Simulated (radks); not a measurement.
The nitrogen anion N2-, [He] 2s2 2p5, held by a Watson sphere: a shell of charge +2 at radius R that stands for the Madelung well of a crystal (potential energy -2/R inside, -2/r outside, in hartree with lengths in bohr). Calculated with a radial shooting solver on a logarithmic mesh with Libxc functionals: non-relativistic Kohn-Sham, r2SCAN, spin-polarised, spherical densities, point nucleus; open shells are filled with parallel spins first; meta-GGA in the generalised Kohn-Sham scheme.

R (bohr)  e(2s down) (eV)  e(2p up) (eV)  e(2p down) (eV)  <r> 2p (bohr)  sum of <r^2> (bohr^2)  X-ray form factor at sin(theta)/lambda = 0.2 1/angstrom
1.95              -18.682         -8.107           -6.738          1.713                  22.83                                                    5.050
1.97              -18.599         -8.044           -6.679          1.720                  22.99                                                    5.038
2.17              -17.815         -7.438           -6.108          1.789                  24.58                                                    4.931
2.41              -16.978         -6.773           -5.473          1.872                  26.50                                                    4.829
2.91              -15.568         -5.611           -4.338          2.055                  30.58                                                    4.686
